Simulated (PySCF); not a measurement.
# Reading the logs of faulty runs: AlC2H9Si

All numbers below are calculated, not measured. The program is PySCF 2.14.0, an open-source quantum chemistry code, run on an isolated molecule that a program drew, which may never have been made. The molecule is AlC2H9Si (charge 0, singlet), drawn as the SMILES string `C[CH]([AlH2])[SiH3]`.

Each row is a Hartree-Fock (HF) and frozen-core CCSD(T) single point in the cc-pV(D+d)Z basis, meant for a local HF minimum. Run 1 is clean. Each other run has one planted mistake out of seven kinds, and not every kind appears here: one electron removed, one electron added, multiplicity raised by two, geometry at a saddle point, minimal basis STO-3G, one bond length entered in bohr, all coordinates scaled. The reference is restricted for singlets and unrestricted otherwise, and also for a bond in bohr. Adding or removing an electron swaps singlet and doublet. Electrons count all cores. HOMO and LUMO are orbital energies over both spins, the gradient is its largest component, and the lowest frequency (negative if imaginary) is given only where the gradient is small. Bond lengths are over the 12 bonds as drawn. T1 is the CCSD diagnostic: over 0.02 (restricted) or 0.045 (unrestricted) a single reference is doubtful.

Geometry of the clean run:
```xyz
13
AlC2H9Si, angstrom
C    -1.5020   -0.7496   -0.6733
C    -0.8070    0.4749   -0.0259
Al    0.8731    0.0291    0.9135
Si   -0.6398    1.9093   -1.2369
H    -0.8983   -1.1689   -1.4831
H    -2.4776   -0.4924   -1.0970
H    -1.6682   -1.5561    0.0460
H    -1.4535    0.8797    0.7712
H     1.5153   -1.4087    0.7486
H     1.5617    1.0978    1.8563
H    -1.9467    2.2468   -1.8569
H    -0.1175    3.1176   -0.5507
H     0.3026    1.5660   -2.3357
```

| run | electrons | basis functions | <S^2> | HOMO (eV) | LUMO (eV) | gradient (hartree/bohr) | lowest frequency (cm^-1) | mean bond (Å) | longest bond (Å) | T1 | HF (hartree) | CCSD(T) (hartree) | mistake |
|---|---|---|---|---|---|---|---|---|---|---|---|---|---|
| 1 | 48 | 119 | 0.000 | -10.43 | 1.24 | 2.3e-05 | 80 | 1.4515 | 1.976 | 0.0099 | -611.81781 | -612.36564 | no fault |
| 2 | 48 | 119 | 0.790 | -7.97 | 0.79 | 1.0e-02 | - | 1.5689 | 2.992 | 0.0506 | -611.71740 | -612.25766 | one bond length entered in bohr |
| 3 | 48 | 37 | 0.000 | -7.99 | 8.75 | 4.2e-02 | - | 1.4515 | 1.976 | 0.0052 | -604.66793 | -604.91484 | ? |
| 4 | 49 | 119 | 0.766 | 0.29 | 7.30 | 1.7e-02 | - | 1.4515 | 1.976 | 0.0118 | -611.78907 | -612.35453 | ? |

**Which mistake was planted in run 3, and what did it cost?**

It has 37 basis functions where the clean run has 119, with the same electrons and geometry. So the mistake is: minimal basis STO-3G. Subtracting run 1 and multiplying by 627.51 kcal/mol a hartree, the energy moved by 4486.6 kcal/mol in HF and 4675.4 kcal/mol in CCSD(T).

**Which mistake was planted in run 4, and what did it cost?**

It counts 49 electrons, one more than the clean run, at the same geometry and basis. So the mistake is: one electron added. Subtracting run 1 and multiplying by 627.51 kcal/mol a hartree, the energy moved by 18.0 kcal/mol in HF and 7.0 kcal/mol in CCSD(T).

Cautions from the logs. Run 2: T1 is over the limit, so its CCSD(T) energy is less reliable; run 4: the HOMO is above zero, so the electron isn't bound and the energy depends on the basis.
